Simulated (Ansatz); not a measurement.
Total energies of `FC(F)(F)Sc1ccc(Sc2ccc(Sc3ccc(C(F)(F)F)cc3)cc2)cc1` from Ansatz at BHLYP-D4/def2-TZVP, gas phase (1 Eh = 27.2114 eV = 2625.5 kJ/mol). The reference geometry is relaxed at PBE-D4/def2-SVP.

```
                state   geometry  energy (Eh)
     charge 0 singlet  reference  -2562.94517
     charge 1 doublet  reference  -2562.65539
    charge -1 doublet  reference  -2562.95628
free F atom (doublet)          –    -99.74467
free C atom (triplet)          –    -37.84774
free S atom (triplet)          –   -398.12097
free H atom (doublet)          –     -0.49854
```

Single mean-field runs in def2-TZVP are fitted with def2-universal-jkfit.

(1) Work out the vertical ionisation energy to the doublet.

(2) Work out the vertical electron affinity, to the doublet.

(3) Give the fundamental gap IE − EA, the Mulliken electronegativity (IE + EA)/2 and the hardness (IE − EA)/2.

(4) What is the binding energy per atom against free atoms?

(1) E(charge 1 doublet) − E(charge 0 singlet) = -2562.65539 − (-2562.94517) = 0.28978 Eh = 7.89 eV. For comparison, −ε of the highest occupied level is 7.27 eV at this level, 0.62 eV less.

(2) E(charge 0 singlet) − E(charge -1 doublet) = -2562.94517 − (-2562.95628) = 0.01111 Eh = 0.30 eV. The basis lacks diffuse functions, which makes affinities too small.

(3) From the values in Eh: IE − EA = 0.28978 − 0.01111 = 0.27867 Eh = 7.58 eV; (IE + EA)/2 = 4.09 eV; (IE − EA)/2 = 3.79 eV. The HOMO–LUMO gap of the same run is 6.45 eV, 1.13 eV smaller than the fundamental gap.

(4) Atoms: 6 × (-99.74467) + 20 × (-37.84774) + 3 × (-398.12097) + 12 × (-0.49854) = -2555.76821 Eh. Binding: -2555.76821 − (-2562.94517) = 7.17696 Eh = 195.30 eV, or 4.76 eV for each of 41 atoms (no zero-point energy, no counterpoise term).

At BHLYP-D4/def2-TZVP the highest occupied level of the charge -1 doublet lies above zero (up to 0.29 eV). By energy differences its removal costs 0.30 eV (vertical, to the charge 0 singlet, at BHLYP-D4/def2-TZVP); self-interaction error and the lack of diffuse functions both raise the level.
